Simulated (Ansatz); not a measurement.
```yaml
crystal:
  periodic: [false, false, false]
  atoms:
    - {symbol: C, position_ang: [-0.533103, 1.289317, -1.354131]}
    - {symbol: Ga, position_ang: [0.229429, -0.154738, -0.217622]}
    - {symbol: C, position_ang: [2.004686, 0.131222, 0.627785]}
    - {symbol: C, position_ang: [-0.454541, -2.007355, -0.438876]}
    - {symbol: S, position_ang: [-1.207730, 0.385110, 2.004866]}
    - {symbol: H, position_ang: [-0.073223, 1.256399, -2.347101]}
    - {symbol: H, position_ang: [-0.339213, 2.284094, -0.944277]}
    - {symbol: H, position_ang: [-1.611237, 1.177673, -1.496737]}
    - {symbol: H, position_ang: [2.137355, 1.158450, 0.976944]}
    - {symbol: H, position_ang: [2.172314, -0.545034, 1.469451]}
    - {symbol: H, position_ang: [2.793614, -0.062909, -0.105818]}
    - {symbol: H, position_ang: [-0.236295, -2.631693, 0.430935]}
    - {symbol: H, position_ang: [0.029105, -2.474980, -1.302391]}
    - {symbol: H, position_ang: [-1.531866, -2.032743, -0.621975]}
    - {symbol: H, position_ang: [-1.009775, 1.713315, 1.981870]}
    - {symbol: H, position_ang: [-2.392520, 0.491072, 1.381276]}
basis:
  gaussian: {orbitals: aug-cc-pVTZ}
hamiltonian: {xc: {name: r2SCAN}, dispersion: d4}
output: {forces: true}
```

```sh
$ ansatz run in.yaml --threads 4 --pin off --events-out ev --progress --plain --max-ram 11315MiB
```

Output, abridged:

```
Functional definition: r2SCAN
2069 factors; their error is unknown
mean field evaluation 1: about -66478.6399 eV, gradient 1.1e2 eV
mean field evaluation 2: about -66388.9711 eV, gradient 1.7e2 eV
mean field evaluation 4: about -66503.7496 eV, gradient 1.4e1 eV
mean field evaluation 8: about -66504.1557 eV, gradient 3.5e-1 eV
mean field evaluation 16: about -66504.0949 eV, gradient 2.4e-3 eV
mean field -66504.09489932 eV, -2443.9804094555 hartree, gradient 8.3e-5 eV, S^2 0.000000; 0 other end points of the search recorded, 0 dependent functions left out
reference -66504.09492904 eV, -2443.9804105476 hartree; 38, 38 occupied and 462, 462 virtual orbitals, 2069 factors
Total energy: -66504.19218374 eV, -2443.9839845920 hartree
Atom 0 at    -0.533103     1.289317    -1.354131 Å, force     0.022317    -0.031926     0.010698 eV/Å
Atom 1 at     0.229429    -0.154738    -0.217622 Å, force     0.001704     0.000226    -0.007673 eV/Å
Atom 2 at     2.004686     0.131222     0.627785 Å, force    -0.028499    -0.010006    -0.026175 eV/Å
Atom 3 at    -0.454541    -2.007355    -0.438876 Å, force     0.020588     0.033590    -0.002155 eV/Å
Atom 4 at    -1.207730     0.385110     2.004866 Å, force     0.060669    -0.102437     0.067271 eV/Å
Atom 5 at    -0.073223     1.256399    -2.347101 Å, force    -0.013232     0.006916     0.016872 eV/Å
Atom 6 at    -0.339213     2.284094    -0.944277 Å, force    -0.005489    -0.016479    -0.009014 eV/Å
Atom 7 at    -1.611237     1.177673    -1.496737 Å, force     0.019098     0.004805     0.002017 eV/Å
Atom 8 at     2.137355     1.158450     0.976944 Å, force    -0.000513    -0.017733    -0.004344 eV/Å
Atom 9 at     2.172314    -0.545034     1.469451 Å, force    -0.000269     0.013883    -0.014927 eV/Å
Atom 10 at     2.793614    -0.062909    -0.105818 Å, force    -0.010753     0.005321     0.019628 eV/Å
Atom 11 at    -0.236295    -2.631693     0.430935 Å, force    -0.005942     0.009589    -0.018803 eV/Å
Atom 12 at     0.029105    -2.474980    -1.302391 Å, force    -0.013048     0.004671     0.018264 eV/Å
Atom 13 at    -1.531866    -2.032743    -0.621975 Å, force     0.018864    -0.002015     0.003875 eV/Å
Atom 14 at    -1.009775     1.713315     1.981870 Å, force     0.002292     0.081562    -0.012855 eV/Å
Atom 15 at    -2.392520     0.491072     1.381276 Å, force    -0.067787     0.020032    -0.042679 eV/Å
Dipole moment:    -0.346183     0.253677     0.283532 e Å
```

Hardware: 4 threads of an Intel Xeon Platinum 8488C on a shared host. Wall time 14 s, peak host memory 1.4 GiB.
